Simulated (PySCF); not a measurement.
**Löwdin shares of the frontier orbitals**

C6H3N3.
Geometry (GFN2-xTB, Å), atoms numbered from 1 in this order:
```
atom  x, y, z in Å
C1     2.9265    0.1666    0.5561
C2     1.8276   -0.2861    0.3872
C3     0.5411   -0.8115    0.1913
N4     0.2675   -2.1355    0.1081
N5    -0.9798   -2.3078   -0.0690
N6    -1.5792   -1.1212   -0.1105
C7    -0.6687   -0.1229    0.0487
C8    -0.9741    1.2396    0.0525
C9    -1.2292    2.4138    0.0555
H10    3.8884    0.5570    0.7039
H11   -2.5746   -1.0326   -0.2443
H12   -1.4443    3.4400    0.0591
```

Computed, not measured: TDDFT wB97X-D/def2-SVPD, vertical, gas phase, core orbitals frozen in the response in PySCF 2.14.0, density-fitted response routines.

Frontier orbitals with the atoms that hold most of them (Löwdin shares over 4%, at most four atoms; ? is withheld):

```tsv
orbital	ε (eV)	atoms
LUMO+2	1.82	C9 34%, C8 26%, H11 11%, C7 10%
LUMO+1	1.50	N4 29%, N5 28%, C1 11%, C2 10%
LUMO	0.04	?
HOMO	-8.85	C1 18%, C3 14%, C7 14%, C2 13%
HOMO-1	-9.76	?
HOMO-2	-10.39	N4 16%, N6 16%, C9 14%, C8 13%
HOMO-3	-10.54	C2 38%, C1 35%, N4 8%, C3 5%
```

Task: Give the leading atoms of the LUMO.

Result: C7 (bonded to 2 C and N) 17%; C9 (bonded to C and H) 17%; C8 (bonded to 2 C) 14%; N6 (bonded to C, N and H) 12%. By element: carbon 47% or more, nitrogen 12% or more.

Task: Which atoms hold the HOMO-1, and with what shares?

Result: N4 (bonded to C and N) 34%; N5 (bonded to 2 N) 22%; C3 (bonded to 2 C and N) 8%; C1 (bonded to C and H) 7%. By element: nitrogen 56% or more, carbon 15% or more.

Task: The HOMO–LUMO gap is 8.89 eV. Where does the response calculation put the lowest singlet, and from which orbitals?

Result: S1 is at 5.05 eV (f = 0.275), 3.83 eV below the gap, made of HOMO→LUMO (90%). 

Task: Give energy, strength and leading configuration of S1 and S2, and follow the Löwdin shares of the leading atoms from the occupied to the empty orbital.

Result: 
- S1 (5.05 eV, f 0.275), HOMO→LUMO (90%): C1 18% → at most 13%, C3 14% → at most 13%, C7 14% → 17%, C9 at most 14% → 17%
- S2 (5.09 eV, f 0.0012), HOMO-1→LUMO (90%): N4 34% → at most 13%, N5 22% → at most 13%, C7 at most 7% → 17%, C9 at most 7% → 17%
